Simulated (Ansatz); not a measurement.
A structure relaxed at PBE-D4/def2-TZVPD in Ansatz, charge -1, doublet:

```tsv
atom	x (Å)	y (Å)	z (Å)
Hg1	0.000	0.000	0.000
S2	-2.098	0.558	-0.751
S3	2.098	-0.558	0.751
```

**Question.** Give its formula and point group.

**Answer.** HgS2⁻ (the lowest doublet isomer of a short search). Point group D∞h (tolerance 0.1 Å).

**Question.** Summarise the bond lengths by kind (pairs closer than 1.2 times the sum of covalent radii, bridged metal pairs left out).

**Answer.** 2 × Hg–S 2.30 Å. The metal has 2 neighbours: S 2.30 Å, S 2.30 Å.

In the def2 sets Hg takes a core potential; there is no spin–orbit coupling. The structure comes from a short search, and lower isomers may exist.
